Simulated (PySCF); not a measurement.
Delta-SCF ions had no search for a lower state. Excitations are Tamm–Dancoff values on a coarser integration grid. The basis has no diffuse functions, so Rydberg states are missing or too high.

Cartesian coordinates (Å):
SMILES: Bc1c(C=C)ccc2sccc12
```xyz
21

B     -0.2212    -1.9954    -0.4755
C     -0.0675    -0.4956    -0.1532
C     -1.1734     0.3947    -0.0834
C     -2.5532    -0.0995    -0.0218
C     -2.9448    -1.2419     0.5647
C     -0.9707     1.7939    -0.0127
C      0.3017     2.3425     0.0483
C      1.4037     1.4786     0.0436
S      3.0887     1.9387     0.1322
C      3.5728     0.2658     0.0446
C      2.5213    -0.5960    -0.0530
C      1.2415     0.0707    -0.0486
H     -1.1298    -2.3928    -1.1568
H      0.6104    -2.7934    -0.1154
H     -3.3175     0.5533    -0.4606
H     -3.9903    -1.5600     0.5532
H     -2.2415    -1.8801     1.1085
H     -1.8412     2.4537     0.0182
H      0.4392     3.4241     0.1117
H      4.6325     0.0150     0.0747
H      2.6395    -1.6764    -0.1186
```
Charge 0, multiplicity 1.

**Question.** What is the computed S1 oscillator strength, S1–T1 gap (TDA), vertical ionisation energy (Delta-SCF), total energy, S1 excitation (TDA), HOMO, dipole moment and T1 excitation (TDA) (TPSSh-D3(BJ)/def2-TZVP // B3LYP-D3(BJ)/def2-SVP in PySCF)?

**Answer.** 
The S1 oscillator strength comes out as 0.046. The S1–T1 gap (TDA) comes out as 0.81 eV. The vertical ionisation energy (Delta-SCF) is 7.85 eV, the total energy comes out as -809.7334 Ha and the S1 excitation (TDA) is 3.55 eV. The HOMO is -5.94 eV and the dipole moment is 0.92 D. The T1 excitation (TDA) is 2.75 eV.
